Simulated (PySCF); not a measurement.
Species: C₈H₈Cl₂.
Bonds: Cl1–C2, C2–Cl3, C2–C4, C4–C5 (double), C5–C6, C6–C7 (double), C7–C8, C8–C9 (double), C9–C10, C4–C10. Hydrogens: H11 on C2; H12 on C5; H13 on C6; H14 on C7; H15 on C8; H16 on C9; H17, H18 on C10.

NICS is the negative of the GIAO shielding at a point without a nucleus: at the ring centre (0) and 1 Å above and below it (1); zz is the component along the ring normal. Level: GIAO PBE0/pcSseg-1 (PySCF, non-relativistic, gas phase) on the GFN2-xTB geometry, one conformer.

Ring bond lengths (Å), with Mayer bond orders in brackets: C4–C5 1.345 (1.69), C5–C6 1.434 (1.20), C6–C7 1.351 (1.71), C7–C8 1.436 (1.18), C8–C9 1.337 (1.78), C9–C10 1.496 (1.02), C10–C4 1.500 (1.01).

Problem. What do the NICS probes read (ppm)?

Solution. 
```
                 ring                                                    type  NICS(0)  NICS(1), two faces  NICS(1)zz, two faces  rms pucker (Å)  centre to ring atoms, mean (Å)
C4–C5–C6–C7–C8–C9–C10  7-membered carbocycle; formal bonds 3 double, 4 single     -4.8         -5.8 / -8.2          -8.4 / -13.1            0.31                            1.56
```

Problem. What do they say, and how far can they be read as aromaticity?

Solution. 
- C4–C5–C6–C7–C8–C9–C10: mean NICS(1)zz -10.8 ppm, shielded. C10 has four or more neighbours; no verdict on aromaticity is drawn. The two faces differ by 4.7 ppm, so no symmetry operation interchanges them.

Conformer computed: `[Cl:1][CH:2]([Cl:3])[C:4]1=[CH:5][CH:6]=[CH:7][CH:8]=[CH:9][CH2:10]1`: Cl1–C2–C4–C5 -119°.
